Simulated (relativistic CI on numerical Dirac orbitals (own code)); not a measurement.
Fe2+ in a cubic cluster: L2,3 absorption with charge transfer

Computed with a charge-transfer multiplet model of a cubic metal-ligand cluster with up to 2 ligand holes, Slater and spin-orbit integrals from Dirac-Coulomb-Breit ions, Slater integrals scaled by 0.9. The ground state mixes d6 with configurations of k ligand holes L, whose averages lie at kΔ + k(k − 1)U_dd/2; a core hole lowers each added d electron by U_cd. 20 K, Lorentzian 0.4 eV and Gaussian 0.3 eV FWHM.

Atomic integrals in eV (Slater integrals scaled, ζ unscaled), ground: F2dd 9.813, F4dd 6.093, zeta_d 0.049; with the core hole: F2dd 10.545, F4dd 6.555, zeta_d 0.067, zeta_core 8.135, F2cd 6.142, G1cd 4.566, G3cd 2.594.

Cluster parameters (eV): U_dd = 5.9, U_cd = 7, 10Dq = 1.15, 10Dq(ligand) = 0.6, V(eg) = 1.35, V(t2g) = -0.73, final-state hopping factor = 0.8.

```
      Case   n_d    d6   d7L  d8L2     S
Δ = 0.1 eV  6.39  0.63  0.35  0.02  2.00
Δ = 1.1 eV  6.27  0.74  0.25  0.01  2.00
Δ = 2.1 eV  6.19  0.81  0.18  0.01  2.00
Δ = 3.1 eV  6.14  0.86  0.13  0.00  2.00
Δ = 4.1 eV  6.11  0.90  0.10  0.00  2.00
```

Weights, n_d and S are thermal averages at 20 K. Photon energies count from the first peak over 30 % of the highest in each spectrum, which can be another peak from case to case. The parameters are a model scan and need not match a compound or its usual spin state. Peaks in eV (height, largest 100):
- Δ = 0.1 eV: 0.0 (31), 1.9 (100), 3.9 (31), 6.2 (9), 13.4 (5), 14.8 (30)
- Δ = 1.1 eV: -2.1 (24), -1.6 (19), 0.0 (100), 1.3 (29), 3.6 (10), 11.4 (5), 12.8 (31), 14.6 (6)
- Δ = 2.1 eV: -2.2 (21), -1.4 (20), 0.0 (100), 1.6 (25), 3.8 (9), 12.7 (34), 15.1 (5)
- Δ = 3.1 eV: -2.2 (20), -1.3 (21), 0.0 (100), 2.5 (19), 12.8 (36), 15.7 (5)
- Δ = 4.1 eV: -2.2 (20), -1.3 (21), 0.0 (100), 2.8 (18), 11.3 (5), 12.8 (37), 15.9 (6)

For the case Δ = 3.1 eV, Δ = 3.1 eV is smaller than U_dd = 5.9 eV, the charge-transfer side of the Zaanen-Sawatzky-Allen scheme. With the core hole the configuration with one ligand hole lies at Δ + U_dd − U_cd = -1.0, 0.0, 1.0, 2.0, 3.0 eV from the one without, in the order of the table; where this is negative the screened configuration lies lower, though the effective hopping of about 1.7 eV (from the holes of the mixed ground state) mixes the two strongly wherever it is as large as the gap.
